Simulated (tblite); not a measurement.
C₆H₇F₃O₂.
Geometry (GFN2-xTB, Å), atoms numbered from 1 in this order:
```
atom  x, y, z in Å
C1    -1.6215    1.4906   -0.2353
C2    -0.9808    0.5015    0.7414
O3    -1.7557   -0.6753    0.8979
C4    -1.0933   -1.7889    0.3168
C5     0.2795   -1.3073   -0.0361
C6     0.3398   -0.0131    0.2268
O7     1.3685    0.9085    0.0798
C8     2.5025    0.4739   -0.4421
F9     3.3618    1.4814   -0.5162
F10    3.0952   -0.4963    0.2720
F11    2.3719   -0.0230   -1.6832
H12   -1.7384    1.0266   -1.2115
H13   -0.9915    2.3705   -0.3264
H14   -2.6003    1.7813    0.1344
H15   -0.8694    0.9790    1.7245
H16   -1.6381   -2.1366   -0.5731
H17   -1.0718   -2.6051    1.0483
H18    1.0329   -1.9613   -0.4296
```

Computed with GFN2-xTB (tblite): harmonic, unscaled wavenumbers at the GFN2-xTB geometry, gas phase. This tight-binding method is rough: wavenumbers can miss measured ones by several per cent, in bad cases by 10 to 20. One conformer, not necessarily the lowest.

Harmonic wavenumbers (cm⁻¹): 37.6, 59.3, 84.4, 121.7, 189.1, 197.6, 240.3, 315.5, 329.5, 390.8, 412.0, 485.8, 549.7, 584.2, 599.1, 695.7, 733.7, 777.5, 848.2, 873.9, 919.0, 982.0, 988.6, 1027.0, 1052.8, 1055.8, 1087.5, 1110.1, 1117.9, 1144.4, 1167.4, 1205.9, 1220.2, 1279.9, 1288.0, 1298.1, 1385.1, 1468.9, 1472.7, 1484.8, 1729.7, 2855.2, 2881.7, 2915.6, 3045.4, 3053.7, 3059.8, 3164.6.

A = 2223, B = 710.3, C = 616.4 MHz; mass 168.040 u (most abundant isotopes); point group C1, symmetry number 1.

**Question.** What is the zero-point energy?

**Answer.** Half the sum of the wavenumbers: 27494 cm⁻¹ = 78.61 kcal/mol.

**Question.** What is S at 350 K and 1 bar for an ideal gas of classical rigid rotors and harmonic oscillators?

**Answer.** Translation 42.09, rotation 30.66, vibration 37.40: S = 110.1 cal/(mol K).

**Question.** And Cp and H(350 K) − H(0)?

**Answer.** Cp = 45.63 cal/(mol K), of which vibrations give 37.68 (their classical limit is 48 R = 95.4); H(350 K) − H(0) = 9.48 kcal/mol without the zero-point energy, 6.70 from vibrations.

**Question.** Blend soft modes into free rotors: weight 1/[1 + (100 cm⁻¹/ν̃)⁴] for the oscillator and the rest for a rotor with moment μB/(μ + B), μ = h/(8π²ν), B = 10⁻⁴⁴ kg m². What vibrational entropy results?

**Answer.** 33.80 cal/(mol K) in place of 37.40, which changes −T·S at 350 K by +1.26 kcal/mol.

**Question.** What must be added to the electronic energy to get the Gibbs energy at 350 K and 1 bar?

**Answer.** ZPE + [H(350 K) − H(0)] − T·S = 78.61 + 9.48 − 38.55 = 49.54 kcal/mol.

**Question.** Which modes carry the vibrational entropy at 350 K?

**Answer.** 37.6 cm⁻¹: 5.70; 59.3 cm⁻¹: 4.80; 84.4 cm⁻¹: 4.10; 121.7 cm⁻¹: 3.38; 189.1 cm⁻¹: 2.54; 197.6 cm⁻¹: 2.45 cal/(mol K); the other 42 give 14.42 together.

**Question.** How do the functions run with temperature in this model?

**Answer.** 
| T (K) | S (cal/(mol K)) | Cp (cal/(mol K)) | H − H(0) (kcal/mol) | G − H(0) (kcal/mol) | ln q(vib) |
| --- | --- | --- | --- | --- | --- |
| 150 | 81.7 | 24.6 | 2.47 | -9.78 | 3.60 |
| 250 | 96.7 | 35.0 | 5.45 | -18.72 | 6.42 |
| 298.15 | 103.3 | 40.2 | 7.26 | -23.53 | 7.76 |
| 400 | 116.6 | 50.5 | 11.89 | -34.74 | 10.56 |
| 600 | 140.2 | 65.8 | 23.63 | -60.46 | 15.95 |
| 900 | 169.6 | 79.1 | 45.56 | -107.09 | 23.49 |

q(vib) and H(0) count from the zero-point level.

Hindered rotation and anharmonicity are outside this model. Other conformers, if any are populated, would add a mixing term that is left out. The structure is chiral; the term R ln 2 for an equal mix with its mirror image is left out.
